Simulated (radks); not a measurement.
Task: Ionisation of neutral tin, [Kr] 4d10 5s2 5p2, to [Kr] 4d10 5s2 5p1 as the strength of local exchange is varied. Calculated with a radial shooting solver on a logarithmic mesh with Libxc functionals: Dirac Kohn-Sham, Slater X-alpha exchange (alpha = 2/3 is LDA exchange), no correlation, spin-unpolarised, spherical densities, finite nucleus; open shells are shared between the two j in proportion to 2j + 1; Fermi nuclear charge, rms radius 4.6519 fm.

alpha  E(Sn) (hartree)  exchange (hartree)  IE (eV)  -e of the level emptied (eV)  <r> of it (bohr)
0.578      -6148.15642          -133.91969    5.501                 2.325 (5p3/2)             3.520
0.667      -6168.81140          -155.05191    6.097                 2.807 (5p3/2)             3.383
0.739      -6185.57094          -172.24692    6.601                 3.223 (5p3/2)             3.283
0.851      -6211.72993          -199.17091    7.423                 3.918 (5p3/2)             3.145
x          -6240.58216          -228.98587    8.378                 4.743 (5p3/2)             3.013

Which alpha was used in the last row?

Result: alpha = 0.974. NIST Atomic Spectra Database: 7.344 eV (measured). The Delta-SCF value meets it near alpha = 0.84. Spin polarisation and multiplet splitting are left out, so open shells lie too high by an amount that depends on their filling. Sharing an open shell by 2j + 1 raises it above the true ground level by a part of the spin-orbit splitting, which enters the differences from NIST.

Beside tabulated values, note that spin-unpolarised runs miss the spin-polarisation part of the exchange energy of open shells.
